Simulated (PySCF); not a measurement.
Run record: geometry optimisation, Sn(vinyl)2I2, `C=[CH][Sn]([I])([I])[CH]=C`.

Computed with PBE0-D3(BJ)/def2-SVP geometry optimisation, gas phase, def2 core potentials past Kr (PySCF 2.14.0). Start geometry: GFN2-xTB. A driver script takes a list of jobs; this job's settings line and coordinates (Å) are shown.

Input:
```
{"job": {"xc": "PBE0", "basis": "def2-SVP", "d3": "d3bj", "grid": 1, "maxiter": 30, "shake": 0.03, "kind": "geom"}, "charge": 0, "multiplicity": 1}
Sn    -0.393840    -0.479470    -0.440060
C     -0.872700    -0.590840     1.703270
C     -1.696640     0.245720     2.333970
H     -0.261580    -1.401610     2.175870
H     -2.141940     1.064290     1.853510
H     -1.831080     0.156300     3.412360
C      1.638680    -0.329290    -1.220180
C      2.167510     0.763850    -1.795610
H      2.156190    -1.227300    -1.053690
H      1.562300     1.660280    -1.869380
H      3.107770     0.748450    -2.130840
I     -1.687780     1.847250    -1.277110
I     -1.716280    -2.509730    -1.669900
```

Output:
```
step   0  E = -965.49153770  max force = 0.089563
step   1  E = -965.50719024  max force = 0.014199
step   2  E = -965.50872901  max force = 0.010787
step   3  E = -965.51008126  max force = 0.002603
step   4  E = -965.51018124  max force = 0.001709
step   5  E = -965.51022302  max force = 0.000927
step   6  E = -965.51024502  max force = 0.001046
step   7  E = -965.51026096  max force = 0.001008
step   8  E = -965.51028143  max force = 0.000765
step   9  E = -965.51028523  max force = 0.000934
step  10  E = -965.51029635  max force = 0.001136
step  11  E = -965.51029519  max force = 0.000334
optimisation converged
```

Energies in Eh; «max force» is the largest Cartesian gradient component in Eh/bohr.

Task: How much energy does the optimisation release, in eV?

Result: E(step 0) − E(last step) = 0.018757 Eh, which is 0.510 eV.

Main results: final energy -965.51030 Eh after 11 steps; dipole 3.07 D.

Task: Where do the atoms end?

Result: 0.169 Å rms from the input after alignment:
```
atom  x, y, z in Å
Sn1   -0.4891   -0.4437   -0.4766
C2    -0.8984   -0.5836    1.6082
C3    -1.5303    0.3756    2.2855
H4    -0.5688   -1.4993    2.1135
H5    -1.8839    1.2962    1.8071
H6    -1.7269    0.2780    3.3598
C7     1.5483   -0.3815   -1.0910
C8     2.0800    0.6750   -1.7066
H9     2.1558   -1.2698   -0.8807
H10    1.4952    1.5720   -1.9413
H11    3.1341    0.6876   -2.0094
I12   -1.6431    1.8229   -1.3853
I13   -1.6424   -2.5816   -1.6610
```

On Arm Neoverse N1, one thread, shared host with 64 logical CPUs at a one-minute load of 60, this took 7.8 min and 0.71 GiB of memory at its peak.
Labels such as C1 count atoms from 1, the log's own numbers from 0.
